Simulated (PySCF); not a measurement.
Task: Write Cartesian coordinates for `C[Se](C)(Cl)Cl` as optimised with PBE0-D3(BJ)/def2-SVP.

Result: 
```
atom  x, y, z in Å
C1    -1.2174    0.4133    1.3662
Se2    0.0108    1.5444    0.3936
C3     1.5743    0.3752    0.8279
Cl4   -1.9765    3.0942    0.2884
Cl5    0.7880    2.9677    1.8844
H6    -0.8207   -0.6095    1.4029
H7    -1.3067    0.8452    2.3709
H8    -2.1735    0.5130    0.8409
H9     1.4563   -0.5316    0.2137
H10    2.4847    0.9105    0.5284
H11    1.6182    0.1210    1.8951
```

Any rigid rotation of these coordinates is as good. Atoms count from 1 in this order. The C–Se distances run from 1.932 Å (C1–Se2, drawn single) to 2.000 Å (Se2–C3, drawn single), a spread of 0.068 Å. Se2 (selenium bonded to 2 C and 2 Cl) is seesaw-shaped (angles from 83.1° to 169.8°). The 2 Cl–Se bonds span 2.203 Å (Se2–Cl5, drawn single) to 2.522 Å (Se2–Cl4, drawn single), a spread of 0.319 Å.

Bonds between heavy atoms (Å): C1–Se2 1.932, Se2–C3 2.000, Se2–Cl4 2.522, Se2–Cl5 2.203.

Computed, not measured: PBE0-D3(BJ)/def2-SVP geometry optimisation, gas phase in PySCF.

Point group: C1 (no symmetry element, even within 0.4 Å). No frequency check.
